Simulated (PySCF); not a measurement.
Compound: C4H4NO2 (charge -1).
Numbering: `[N:1]#[C:2][CH2:3][CH2:4][C:5](=[O:6])[O-:7]` (hydrogens: H8, H9 on C3; H10, H11 on C4)

Theory: PySCF, PBE0-D3(BJ)/def2-SVP geometry optimisation, gas phase.

Problem. What internal coordinates does the optimisation give?

Solution. 
| bond | length (Å) |
| --- | --- |
| N1≡C2 | 1.161 |
| C2–C3 | 1.454 |
| C3–C4 | 1.525 |
| C4–C5 | 1.574 |
| C5=O6 | 1.239 |
| C5–O7 | 1.249 |
| C3–H8, C3–H9 | 1.104 |
| C4–H10, C4–H11 | 1.102 |

Bonds in one row agree within 0.01 Å and their mean is given. A selection of angles:
| angle | degrees |
| --- | --- |
| N1–C2–C3 | 179.4 |
| C2–C3–C4 | 115.8 |
| C2–C3–H8 | 108.3 |
| C2–C3–H9 | 111.2 |
| C4–C3–H8 | 110.4 |
| C4–C3–H9 | 105.4 |
| H8–C3–H9 | 105.3 |
| C3–C4–C5 | 110.6 |
| C3–C4–H10 | 112.4 |
| C3–C4–H11 | 109.7 |
| C5–C4–H10 | 109.7 |
| C5–C4–H11 | 107.4 |
| H10–C4–H11 | 106.8 |
| C4–C5–O6 | 114.8 |
| O6–C5–O7 | 130.5 |

Dihedral angles: C2–C3–C4–C5 -165° (antiperiplanar); C3–C4–C5–O6 -157° (antiperiplanar). The mirror-image conformer, all signs reversed, is as good.

Of the pairs four or more bonds apart, O7···H9 is among the closest relative to their van der Waals radii: 2.22 Å, 82 % of the sum of Bondi's values. The C–C distances run from 1.454 Å (C2–C3, drawn single) to 1.574 Å (C4–C5, drawn single), a spread of 0.120 Å. C5 (carboxylate carbon) is planar (angles 130.5°, 114.8° and 114.7°, sum 360.0°, 0.01 Å off the plane of its three neighbours).

Point group: C1 (no symmetry element, even within 0.4 Å). Not checked by PBE0-D3(BJ)/def2-SVP frequencies. The geometry's basis has no diffuse functions, a weakness for an anion.
